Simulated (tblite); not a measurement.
C₃H₁₀O₃SSi.
Numbering: `[CH3:1][S:2](=[O:3])(=[O:4])[CH2:5][O:6][CH2:7][SiH3:8]` (hydrogens: H9, H10, H11 on C1; H12, H13 on C5; H14, H15 on C7; H16, H17, H18 on Si8)

Computed with GFN2-xTB (tblite), gas phase: L-BFGS steps from a force-field or distance-geometry start until the largest atomic force falls under 0.01 eV/Å.

Step 51: E = -779.8546 eV
```
atom  x, y, z in Å  |  force x, y, z in eV/Å
C1      2.0079    0.7369   -1.2537    0.000  -0.028  -0.009
S2      1.6924   -0.9230   -0.6016   -0.007  -0.012   0.032
O3      0.7989   -1.6037   -1.5016   -0.010   0.001   0.016
O4      2.9479   -1.5594   -0.3034    0.000   0.000  -0.014
C5      0.8366   -0.5694    0.9958   -0.007  -0.013   0.013
O6     -0.2540    0.2433    0.7851    0.006   0.031   0.027
C7     -1.4167   -0.4104    0.2732    0.013  -0.001  -0.005
Si8    -2.7771    0.9202    0.3224   -0.030   0.005  -0.020
H9      1.0543    1.2405   -1.3375    0.021   0.026   0.026
H10     2.6757    1.2351   -0.5644   -0.020   0.027  -0.021
H11     2.4710    0.6190   -2.2240    0.007   0.015  -0.026
H12     0.5844   -1.5306    1.4551    0.004  -0.027  -0.013
H13     1.5653   -0.0322    1.6017   -0.003  -0.021  -0.002
H14    -1.6660   -1.2704    0.9045    0.026  -0.012   0.031
H15    -1.2253   -0.7934   -0.7314    0.032  -0.024  -0.021
H16    -2.9641    1.3257    1.7159   -0.001   0.013  -0.029
H17    -2.3416    2.0524   -0.4942   -0.002   0.012   0.014
H18    -3.9984    0.3257   -0.2201   -0.030   0.010   0.003
```

Step 52: E = -779.8551 eV
```
atom  x, y, z in Å  |  force x, y, z in eV/Å
C1      2.0049    0.7390   -1.2526   -0.003  -0.041   0.001
S2      1.6935   -0.9238   -0.6029   -0.011   0.009   0.044
O3      0.7999   -1.6048   -1.5031    0.012   0.006   0.031
O4      2.9515   -1.5566   -0.3054   -0.021  -0.003  -0.025
C5      0.8368   -0.5718    0.9964    0.015  -0.027  -0.011
O6     -0.2527    0.2419    0.7837    0.020   0.034   0.035
C7     -1.4168   -0.4120    0.2757    0.014   0.010   0.002
Si8    -2.7743    0.9216    0.3188   -0.043   0.014  -0.021
H9      1.0505    1.2431   -1.3240    0.024   0.024   0.014
H10     2.6785    1.2347   -0.5672   -0.017   0.022  -0.019
H11     2.4600    0.6246   -2.2272   -0.001   0.016  -0.024
H12     0.5838   -1.5338    1.4535    0.000  -0.022  -0.014
H13     1.5676   -0.0377    1.6032   -0.019  -0.016  -0.009
H14    -1.6669   -1.2667    0.9136    0.019  -0.023   0.025
H15    -1.2275   -0.8009   -0.7269    0.036  -0.028  -0.018
H16    -2.9656    1.3301    1.7116    0.003   0.010  -0.042
H17    -2.3365    2.0525   -0.4998   -0.004  -0.002   0.023
H18    -3.9953    0.3269   -0.2258   -0.023   0.015   0.007
```

Step 53: E = -779.8558 eV
```
atom  x, y, z in Å  |  force x, y, z in eV/Å
C1      2.0009    0.7411   -1.2513   -0.007  -0.037   0.010
S2      1.6947   -0.9246   -0.6038   -0.011   0.033   0.042
O3      0.8007   -1.6059   -1.5040    0.031   0.009   0.045
O4      2.9558   -1.5528   -0.3089   -0.041  -0.010  -0.029
C5      0.8372   -0.5752    0.9973    0.033  -0.036  -0.034
O6     -0.2506    0.2405    0.7826    0.030   0.020   0.037
C7     -1.4167   -0.4141    0.2791    0.013   0.018   0.010
Si8    -2.7716    0.9234    0.3133   -0.040   0.014  -0.021
H9      1.0461    1.2469   -1.3060    0.027   0.016  -0.004
H10     2.6818    1.2349   -0.5715   -0.010   0.011  -0.016
H11     2.4455    0.6320   -2.2317   -0.018   0.016  -0.011
H12     0.5830   -1.5384    1.4514   -0.008  -0.013  -0.014
H13     1.5701   -0.0453    1.6055   -0.032  -0.007  -0.012
H14    -1.6674   -1.2622    0.9259    0.012  -0.022   0.007
H15    -1.2294   -0.8110   -0.7213    0.039  -0.024   0.002
H16    -2.9667    1.3356    1.7051    0.005   0.009  -0.051
H17    -2.3297    2.0525   -0.5068   -0.006  -0.014   0.031
H18    -3.9924    0.3290   -0.2331   -0.016   0.018   0.009
```

Step 54: E = -779.8566 eV
```
atom  x, y, z in Å  |  force x, y, z in eV/Å
C1      1.9967    0.7429   -1.2497   -0.007  -0.013   0.014
S2      1.6954   -0.9246   -0.6039   -0.003   0.047   0.023
O3      0.8011   -1.6064   -1.5036    0.035   0.006   0.048
O4      2.9595   -1.5491   -0.3135   -0.048  -0.018  -0.023
C5      0.8379   -0.5790    0.9981    0.038  -0.034  -0.042
O6     -0.2481    0.2394    0.7820    0.028  -0.006   0.032
C7     -1.4162   -0.4162    0.2824    0.011   0.021   0.017
Si8    -2.7696    0.9250    0.3068   -0.019   0.000  -0.018
H9      1.0423    1.2512   -1.2875    0.024   0.006  -0.024
H10     2.6850    1.2357   -0.5766    0.000  -0.003  -0.011
H11     2.4304    0.6393   -2.2362   -0.036   0.012   0.007
H12     0.5821   -1.5434    1.4491   -0.014  -0.005  -0.016
H13     1.5720   -0.0533    1.6082   -0.036   0.003  -0.010
H14    -1.6673   -1.2580    0.9386    0.006  -0.011  -0.020
H15    -1.2301   -0.8220   -0.7156    0.038  -0.013   0.032
H16    -2.9665    1.3406    1.6972    0.002   0.011  -0.048
H17    -2.3224    2.0521   -0.5135   -0.008  -0.020   0.030
H18    -3.9908    0.3321   -0.2407   -0.011   0.018   0.009
```

Q: Estimate the geometry and energy of step 55. (The exact step hangs on the optimiser's Hessian estimate; all steps are aligned on step 54, rigid shifts and turns removed.)

A: E = -779.8573 eV, largest force 0.067 eV/Å
```
atom  x, y, z in Å  |  force x, y, z in eV/Å
C1      1.9929    0.7443   -1.2480   -0.004   0.020   0.011
S2      1.6955   -0.9237   -0.6033    0.008   0.042  -0.004
O3      0.8010   -1.6061   -1.5019    0.022   0.001   0.037
O4      2.9615   -1.5463   -0.3185   -0.035  -0.025  -0.008
C5      0.8390   -0.5826    0.9984    0.025  -0.020  -0.031
O6     -0.2460    0.2381    0.7821    0.016  -0.029   0.022
C7     -1.4157   -0.4185    0.2853    0.012   0.016   0.020
Si8    -2.7681    0.9259    0.3005    0.011  -0.021  -0.012
H9      1.0394    1.2554   -1.2716    0.014  -0.001  -0.038
H10     2.6876    1.2367   -0.5812    0.012  -0.015  -0.005
H11     2.4164    0.6457   -2.2399   -0.048   0.005   0.022
H12     0.5817   -1.5475    1.4475   -0.017  -0.002  -0.020
H13     1.5726   -0.0592    1.6104   -0.028   0.012  -0.003
H14    -1.6670   -1.2554    0.9488   -0.001   0.004  -0.039
H15    -1.2295   -0.8323   -0.7103    0.035   0.001   0.057
H16    -2.9646    1.3447    1.6893   -0.004   0.015  -0.035
H17    -2.3148    2.0508   -0.5188   -0.007  -0.017   0.021
H18    -3.9905    0.3364   -0.2471   -0.010   0.014   0.005
```

The energy changes by -0.0007 eV. The first-order estimate −F·Δx gives -0.0010 eV and the mean of the old and new forces, exact on a quadratic surface, -0.0007 eV. The step makes an angle of 81° with the force vector and moves no atom by more than 0.017 Å.

What follows is the cost of the whole relaxation. Hardware: an Arm Neoverse V1 with one thread, shared host. Cost: 0.86 s wall.
